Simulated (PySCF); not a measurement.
Atom-mapped SMILES (the numbers label the heavy atoms): `[CH3:1][N+:2]([CH3:3])([AlH3-:4])[CH2:5][C:6]([F:7])([F:8])[F:9]` (H(Xn): hydrogen on atom n).

Geometry: PBE0-D3(BJ)/def2-SVP; GIAO shifts from PySCF, gas phase, non-relativistic, averaged over equivalent atoms.

At B3LYP/pcSseg-1 (215 basis functions, 51 s wall time on 1 thread of an Intel Xeon Platinum 8259CL, shared host):
| atoms | δ (ppm) |
| --- | --- |
| C6 | 132.6 |
| C5 | 57.7 |
| C1/C3 | 44.7 |
| N2 | 48.9 |
| Al4 | 91.2 |
| F7/F8/F9 | -78.1 |
| H(Al4) | 3.88 |
| H(C5) | 3.27 |
| H(C1)/H(C3) | 2.72 |

δ = σ(ref) − σ, references computed at the same level: TMS for 13C (179.24 ppm) and 1H (31.38 ppm); NH3 for 15N (263.54 ppm); 27Al (484.83 ppm) vs AlH4-; CFCl3 for 19F (171.94 ppm).

Q: Estimate the result of repeating the calculation with PBE0/pcSseg-1.

A: 
| atoms | δ at PBE0/pcSseg-1 | change |
| --- | --- | --- |
| C6 | 130.2 | -2.4 |
| C5 | 56.4 | -1.3 |
| C1/C3 | 44.1 | -0.6 |
| N2 | 43.2 | -5.7 |
| Al4 | 90.9 | -0.3 |
| F7/F8/F9 | -76.4 | +1.7 |
| H(Al4) | 4.03 | +0.15 |
| H(C5) | 3.26 | -0.01 |
| H(C1)/H(C3) | 2.71 | -0.01 |

Shifts are taken against calculated references (same method and geometry level): 13C (184.41 ppm) and 1H (31.27 ppm) against TMS; 15N (265.67 ppm) vs NH3; 27Al (489.28 ppm) against AlH4-; 19F (177.25 ppm) vs CFCl3.

The largest change is at N2 (donor nitrogen of a Lewis adduct). Cost: 215 basis functions, 58 s wall time on 1 thread of an Intel Xeon Platinum 8259CL, shared host. The order of the carbon signals is the same at both levels.

Unscaled 19F shifts against computed CFCl3 carry errors that often reach 10 to 50 ppm. Experimental scales use liquid or dissolved standards, which lie at an offset from isolated NH3 (liquid NH3: subtract about 20 ppm).
